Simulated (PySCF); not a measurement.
Harmonic spectrum computed at PBE0 in the def2-TZVP basis family (core potentials from Rb on, PySCF, no spin–orbit coupling):

| ω (cm⁻¹) | IR (km/mol) |
| --- | --- |
| 101 | 0.7 |
| 300 | 0.8 |
| 327 | 32.1 |

Q: Which molecule gave it? In each, all ligands are bound to the one heavy central atom.
A. TeSe₂ (singlet)
B. SiSe₂ (singlet)
C. SnSe₂ (singlet)
D. PbSe₂ (singlet)

A: A. It has C2v symmetry with Te–Se 2.359 Å (×2).
